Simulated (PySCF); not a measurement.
Spinor energies of Ru³¹⁺ (ruthenium, charge +31)

Start: [Ne] 3s2 3p1; 3p1/2 filled at m_j = +1/2. Calculated with PySCF 2.14 in an uncontracted even-tempered set (19 s from 5.2 bohr⁻², ratio 2.4; 13 p from 6.8 bohr⁻², ratio 2.4; 4 d from 24 bohr⁻², ratio 2.6; 4 f from 36 bohr⁻², ratio 2.6): generalised Hartree-Fock with the X2C-1e Hamiltonian and a Gaussian nucleus; one run each with spin-orbit coupling (SO) switched off, then screened by Boettger's factors.

```
spinor shell  electrons  ε, spin-free (eV)  ε, screened SO (eV)  weight of nominal j (screened SO)  rms radius, screened SO (bohr)
       1s1/2          2           -23915.5             -23913.1                              1.000                          0.0384
       2s1/2          2            -4869.2              -4868.1                              1.000                           0.155
       2p1/2          2            -4532.1              -4627.1                              1.000                           0.134
       2p3/2          4            -4532.1              -4486.6                              1.000                           0.139
       3s1/2          2            -1880.4              -1879.9                              1.000                           0.376
       3p1/2          1            -1789.7              -1811.8                              1.000                           0.361
```

```csv
quantity,spin-free,screened SO
E (hartree),-3792.06840,-3793.42730
M_J,1/2,1/2
⟨J²⟩,1.093,0.751
⟨L²⟩,2.004,2.007
⟨S²⟩,0.751,0.754
```

Each row is a mean over spinors that exchange with the open shell spreads, by up to 9.969 eV (2p1/2).

Breit and QED terms are absent; they matter most for the inner s and p1/2 levels.

Densities and radii are taken from the X2C orbitals without a picture-change correction, which distorts them close to the nucleus.

Without spin-orbit coupling the j labels of p, d and f shells carry no meaning; the spin-free column gives the mean over the occupied spinors of each nl shell, and its ⟨J²⟩ belongs to a mixture of degenerate components.
